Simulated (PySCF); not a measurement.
C3H7O (SMILES [CH2]C(C)O), doublet, at a GFN2-xTB geometry; DF-BLYP/6-31G** run with PySCF.

Input for PySCF:
```python
from pyscf import gto, scf, dft

mol = gto.Mole()
mol.atom = '''
    O    -0.058927    1.356331   -0.113228
    C    -0.028635    0.025655    0.354399
    H     0.820633    1.739215   -0.027336
    H     0.140125    0.025155    1.453249
    C    -1.320281   -0.614142    0.060291
    C     1.147960   -0.758833   -0.272589
    H     1.050980   -0.752151   -1.355337
    H    -2.037394   -0.100867   -0.545019
    H     2.097487   -0.301894    0.002915
    H    -1.532648   -1.589913    0.446335
    H     1.137967   -1.786270    0.078409
'''
mol.basis = '6-31g**'
mol.charge = 0
mol.spin = 1
mol.verbose = 4
mol.build()

mf = dft.UKS(mol)
mf.xc = 'blyp'
mf.diis_space = 12
mf = mf.density_fit(auxbasis='def2-universal-jkfit')
mf.kernel()
mf.analyze()
```

Problem. What does PySCF print? Leave out banner, timings and long lists.

Solution. 
```
PySCF version 2.14.0

[INPUT] verbose = 4
[INPUT] num. atoms = 11
[INPUT] num. electrons = 33
[INPUT] charge = 0
[INPUT] spin (= nelec alpha-beta = 2S) = 1
[INPUT] symmetry False subgroup None
[INPUT] Mole.unit = angstrom
[INPUT] Symbol           X                Y                Z      unit          X                Y                Z       unit  Magmom
[...]
nuclear repulsion = 127.076277870864
number of shells = 45
number of NR pGTOs = 157
number of NR cGTOs = 91
basis = 6-31g**
ecp = {}

******** <class 'pyscf.df.df_jk.DFUKS'> ********
method = DFUKS
initial guess = minao
damping factor = 0
level_shift factor = 0
DIIS = <class 'pyscf.scf.diis.CDIIS'>
diis_start_cycle = 1
diis_space = 12
diis_damp = 0
SCF conv_tol = 1e-09
SCF conv_tol_grad = None
SCF max_cycles = 50
direct_scf = False
number electrons alpha = 17  beta = 16
XC library pyscf.dft.libxc version 7.1.2
    S. Lehtola, C. Steigemann, M. J. T. Oliveira, and M. A. L. Marques,  SoftwareX 7, 1–5 (2018)
XC functionals = blyp
    A. D. Becke,  Phys. Rev. A 38, 3098 (1988)
    C. Lee, W. Yang, and R. G. Parr,  Phys. Rev. B 37, 785 (1988)
    B. Miehlich, A. Savin, H. Stoll, and H. Preuss,  Chem. Phys. Lett. 157, 200 (1989)
radial grids:
    Treutler-Ahlrichs [JCP 102, 346 (1995); DOI:10.1063/1.469408] (M4) radial grids

becke partition: Becke, JCP 88, 2547 (1988); DOI:10.1063/1.454033
pruning grids: <function nwchem_prune>
grids dens level: 3
symmetrized grids: False
atomic radii adjust function: <function treutler_atomic_radii_adjust>
small_rho_cutoff = 0
Set gradient conv threshold to 3.16228e-05
tot grids = 125096
init E= -193.722810713209

cycle= 1 E= -193.449011797899  delta_E= 0.274  |g|= 0.573  |ddm|= 2.04
cycle= 2 E= -193.147964971343  delta_E= 0.301  |g|= 1.03  |ddm|= 1.81
cycle= 3 E= -193.584004572  delta_E= -0.436  |g|= 0.113  |ddm|= 1.38
cycle= 4 E= -193.589075259463  delta_E= -0.00507  |g|= 0.0444  |ddm|= 0.147
cycle= 5 E= -193.590028137239  delta_E= -0.000953  |g|= 0.00823  |ddm|= 0.044
cycle= 6 E= -193.590058395873  delta_E= -3.03e-05  |g|= 0.00315  |ddm|= 0.0114
cycle= 7 E= -193.59006339851  delta_E= -5e-06  |g|= 0.000843  |ddm|= 0.00383
cycle= 8 E= -193.590063813219  delta_E= -4.15e-07  |g|= 0.000239  |ddm|= 0.00121
cycle= 9 E= -193.590063850817  delta_E= -3.76e-08  |g|= 5.16e-05  |ddm|= 0.0004
cycle= 10 E= -193.59006385204  delta_E= -1.22e-09  |g|= 3.19e-05  |ddm|= 0.000101
cycle= 11 E= -193.59006385253  delta_E= -4.9e-10  |g|= 6.96e-06  |ddm|= 3.42e-05
[...]
converged SCF energy = -193.590063852504  <S^2> = 0.75293245  2S+1 = 2.0029303
Total Energy =                        -193.590063852503931
[...]
spin_pop of  5 C 3py       0.00018
spin_pop of  5 C 3pz       0.00004
spin_pop of  5 C 3dxy      0.00006
spin_pop of  5 C 3dyz      0.00001
spin_pop of  5 C 3dz^2    -0.00001
spin_pop of  5 C 3dxz      0.00003
spin_pop of  5 C 3dx2-y2    0.00003
spin_pop of  6 H 1s       -0.00089
spin_pop of  6 H 2s        0.00071
spin_pop of  6 H 2px      -0.00000
spin_pop of  6 H 2py       0.00001
spin_pop of  6 H 2pz      -0.00000
spin_pop of  7 H 1s       -0.02502
spin_pop of  7 H 2s        0.00025
spin_pop of  7 H 2px       0.00002
spin_pop of  7 H 2py       0.00002
spin_pop of  7 H 2pz       0.00017
spin_pop of  8 H 1s        0.00856
spin_pop of  8 H 2s        0.00037
spin_pop of  8 H 2px      -0.00001
spin_pop of  8 H 2py       0.00001
spin_pop of  8 H 2pz       0.00000
spin_pop of  9 H 1s       -0.02478
spin_pop of  9 H 2s        0.00026
spin_pop of  9 H 2px       0.00005
spin_pop of  9 H 2py      -0.00001
spin_pop of  9 H 2pz       0.00018
spin_pop of  10 H 1s       -0.00175
spin_pop of  10 H 2s        0.00026
spin_pop of  10 H 2px      -0.00000
spin_pop of  10 H 2py       0.00001
spin_pop of  10 H 2pz      -0.00000
 ** Mulliken Spin Density (per atom)  **
spin density of  0 O =     -0.00008
spin density of  1 C =     -0.03525
spin density of  2 H =     -0.00074
spin density of  3 H =      0.04279
spin density of  4 C =      0.98618
spin density of  5 C =      0.04868
spin density of  6 H =     -0.00017
spin density of  7 H =     -0.02456
spin density of  8 H =      0.00894
spin density of  9 H =     -0.02430
spin density of  10 H =     -0.00148
 ** Mulliken pop alpha/beta on meta-lowdin orthogonal AOs **
 ** Mulliken pop       alpha | beta **
In total            17.00000 | 16.00000
 ** Mulliken atomic charges   ( Nelec_alpha | Nelec_beta ) **
charge of  0O =     -0.50492  (     4.25242      4.25250 )
charge of  1C =      0.14173  (     2.91151      2.94676 )
charge of  2H =      0.30914  (     0.34506      0.34580 )
charge of  3H =      0.07922  (     0.48178      0.43899 )
charge of  4C =     -0.24601  (     3.61609      2.62991 )
charge of  5C =     -0.31439  (     3.18154      3.13285 )
charge of  6H =      0.10653  (     0.44665      0.44682 )
charge of  7H =      0.12135  (     0.42705      0.45160 )
charge of  8H =      0.09199  (     0.45847      0.44953 )
charge of  9H =      0.10998  (     0.43286      0.45716 )
charge of  10H =      0.10537  (     0.44657      0.44805 )
Dipole moment(X, Y, Z, Debye):  1.37736, -0.53128,  0.41686
```
